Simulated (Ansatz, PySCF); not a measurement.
Donor–acceptor adduct: BH3 (SMILES B) (first 4 atoms) with H2O (SMILES O); geometry from B3LYP-D3(BJ)/def2-TZVP, rigid monomers moved along the line of their centres of mass till B1···O5 is 1.56 Å.
(charge 0, multiplicity 1):
```xyz
7

B      0.21063     0.24930     0.78962
H      0.61722    -0.76718     0.28698
H     -0.85292     0.63724     0.39400
H      1.03723     1.09088     1.00556
O     -0.15152    -0.19337     2.23726
H     -0.80635    -0.90256     2.19309
H      0.63790    -0.55598     2.66038
```

Counterpoise-corrected where a basis set is named; no monomer relaxation.

Cores are frozen in the correlated methods. CBS(a, b) extrapolates the correlation energy as X⁻³ and adds the Hartree–Fock energy of set b.

Programs: Ansatz (Gaussian basis) for Hartree–Fock, density functionals and correlated methods; PySCF for the dispersion terms. Values without a source in brackets are computed.

Problem. What is the computed interaction energy (CCSD(T)/CBS(aug-cc-pVDZ, aug-cc-pVTZ))?

Solution. -19.4 kcal/mol

Problem. Estimate the interaction energy that B3LYP-D3(BJ)/def2-TZVPPD returns for this input.

Solution. -18.7 kcal/mol

Problem. Give the interaction energy at the level wB97X-V/def2-TZVPPD.

Solution. -19.8 kcal/mol

Ansatz is a program for electronic structure.
